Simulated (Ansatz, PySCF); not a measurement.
Noncovalent pair: SiH4 (SMILES [SiH4]) (first 5 atoms) with C2H6 (SMILES CC); geometry from B3LYP-D3(BJ)/def2-TZVP, rigid monomers moved along the line of their centres of mass till Si1···C7 is 3.39 Å.
(charge 0, multiplicity 1):
```xyz
13

Si    -0.262    -0.058     0.218
H     -0.050     1.274     0.826
H     -1.646    -0.509     0.485
H      0.694    -1.024     0.803
H     -0.044     0.027    -1.244
C      0.847     0.247     3.788
C     -0.601    -0.193     3.592
H      1.343     0.417     2.831
H      1.421    -0.508     4.327
H      0.905     1.176     4.358
H     -1.177     0.563     3.053
H     -1.098    -0.362     4.550
H     -0.660    -1.123     3.023
```

Monomers are frozen at their geometry in the pair; levels with a basis set take the counterpoise correction.

Correlated levels freeze the cores.

Codes used: Ansatz (Gaussian orbitals); PySCF for the dispersion terms. Values without a source in brackets are computed.

PBE/def2-TZVPPD gives 44.5 meV for the interaction energy.

Problem. Predict the shift from PBE, with its sign, for: PBE-D3(BJ)/def2-TZVPPD, r2SCAN/def2-TZVPPD, PBE0/def2-TZVPPD, wB97M-V/def2-TZVPPD, MP2/aug-cc-pV(D+d)Z, CCSD(T)/aug-cc-pV(D+d)Z.

Solution. PBE-D3(BJ)/def2-TZVPPD -75.6; r2SCAN/def2-TZVPPD -35.9; PBE0/def2-TZVPPD -3.9; wB97M-V/def2-TZVPPD -71.8; MP2/aug-cc-pV(D+d)Z -37.6; CCSD(T)/aug-cc-pV(D+d)Z -37.5 meV. 0 of 6 lie above PBE; the widest gap is to PBE-D3(BJ)/def2-TZVPPD.

Ansatz is a quantum-chemistry and plane-wave program.
